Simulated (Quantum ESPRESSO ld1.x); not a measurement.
Problem. The mean radii <r> (bohr) of the occupied orbitals of an atom or ion are listed with their occupations. Method: scalar-relativistic Kohn-Sham, LDA (Slater exchange, Perdew-Zunger correlation), spin-polarised, spherical densities, point nucleus; computed with ld1.x of Quantum ESPRESSO 7.5.

orbital  occ.      <r>
1s up       1  0.01867
1s down     1  0.01867
2s up       1  0.07890
2s down     1  0.07890
2p up       3  0.07048
2p down     3  0.07048
3s up       1   0.2021
3s down     1   0.2020
3p up       3   0.2013
3p down     3   0.2012
3d up       5   0.1814
3d down     5   0.1813
4s up       1   0.4063
4s down     1   0.4062
4p up       3   0.4166

Name the element and its charge. Open shells, if any, are filled with parallel spins first.

Solution. Z = 73, tantalum, charge +40: Ta40+ in [Ar] 3d10 4s2 4p3. The 1s radius gives Z: for a bare nucleus <r> = (2 gamma + 1)/(2Z) with gamma = sqrt(1 - (Z/c)^2), 0.01844 bohr for Z = 73, and screening makes it slightly larger (0.01867 here). The occupations add up to 33, and the charge is Z minus that.
